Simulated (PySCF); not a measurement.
# Distorted geometries of TlBr3

TlBr3 (singlet). PySCF 2.14.0, RKS B3LYP, Tl def2-SVP with ECP60, Br def2-SVP; non-relativistic Hamiltonian with scalar-relativistic core potentials where named; density fitting; no spin-orbit coupling. Relaxed geometry:

```xyz
4

Tl    0.0000    0.0000    0.0000
Br    2.5591    0.0000    0.0000
Br   -1.2795    2.2163    0.0000
Br   -1.2796   -2.2163    0.0000
```

Problem. Order these distorted geometries by energy above the relaxed one, lowest first.
A.
```xyz
4

Tl   -0.0124   -0.0424   -0.0181
Br    2.5489    0.0186   -0.0042
Br   -1.2693    2.2606    0.0062
Br   -1.2672   -2.2368    0.0161
```
B.
```xyz
4

Tl   -0.0229   -0.0400   -0.0252
Br    2.5376    0.0523   -0.0601
Br   -1.2163    2.1353    0.0169
Br   -1.2984   -2.1476    0.0684
```
C.
```xyz
4

Tl    0.0495    0.1431    0.0564
Br    2.7211   -0.0239   -0.0609
Br   -1.3190    2.1468    0.0933
Br   -1.4516   -2.2660   -0.0888
```

Solution. A (0.02 eV), B (0.09 eV), C (0.44 eV).

Problem. Which forces (eV/Å) act in the one that lies 0.09 eV up?

Solution. 
```
Tl   0.99  0.18 -0.03
Br  -0.01 -0.05 -0.02
Br  -0.46  0.86  0.00
Br  -0.53 -0.98  0.04
```
Forces carry noise of the integration grid, about 0.01 to 0.03 eV/Å.
